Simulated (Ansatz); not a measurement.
A geometry relaxed with B3LYP-D3(BJ)/def2-TZVP (Ansatz, a quantum-chemistry and plane-wave program), charge 0, multiplicity 1:

```xyz
9

N      0.9443     0.0280    -0.1750
H     -2.2497    -0.3042     0.2232
H     -1.1472    -0.0541     1.4069
N     -1.2776    -0.4399     0.4781
B      2.1232    -0.1868     0.1216
H      3.2402    -0.3827     0.3961
H     -0.6413    -0.1341    -1.4710
C     -0.4113     0.2555    -0.4742
H     -0.5806     1.3423    -0.5057
```

Q: Write the SMILES of this molecule.

A: `B=NCN`
